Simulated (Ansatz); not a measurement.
How methods differ on GaCl3 (gallium trichloride (monomer))

The species is GaCl3 (4 atoms), meant as a singlet with charge 0. SMILES: `[Cl][Ga]([Cl])[Cl]`. The shape was relaxed beforehand at B3LYP/def2-SVP.

Each level gives the adiabatic electron affinity (to the doublet anion, shapes relaxed at B3LYP/def2-SVP, no zero-point term) (eV). The values are calculated.

The electron affinity is E(neutral) − E(anion): positive where the electron is bound.

```tsv
level	kind	program	value (eV)	less CCSD(T)/def2-SVP	CPU time (all runs)
BLYP/def2-SVP	GGA	Ansatz	1.43	+0.39	4.9 s
B3LYP/def2-SVP	global hybrid	Ansatz	1.61	+0.57	8.2 s
PBE0-D4/def2-SVP	global hybrid	Ansatz	1.58	+0.54	8.4 s
CAM-B3LYP/def2-SVP	range-separated hybrid	Ansatz	1.54	+0.50	8.7 s
wB97M-V/def2-SVP	range-separated hybrid	Ansatz	1.45	+0.41	33 s
B2PLYP/def2-SVP	double hybrid	Ansatz	1.33	+0.29	12 s
MP2/def2-SVP	perturbation theory	Ansatz	1.02	-0.02	3.8 s
CCSD(T)/def2-SVP	coupled cluster or CI	Ansatz	1.04	0.00	14 s
```

CCSD(T)/def2-SVP is the highest level here, not the true value. All-electron rows without a relativistic Hamiltonian named are non-relativistic. The values span 1.02 to 1.61 eV. In the correlated wave-function rows the outer d shell of Ga is correlated, in sets not made for it. In so small a basis fixed costs decide the times, and correlated methods can beat functionals. Times are those of the runs behind each value, whatever else they computed, on shared processors of several kinds: orders of magnitude only.
